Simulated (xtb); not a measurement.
xtb input:

```bash
xtb mol.xyz --gfn 2 --sp --chrg 0 --uhf 0
```
mol.xyz:
```
2

Cd    -0.00000000    -0.00000000    -1.34399523
Te     0.00000000     0.00000000     1.24061099
```

### Question
Predict the final energy.

### Answer
-3.66185 Eh (GFN2-xTB).
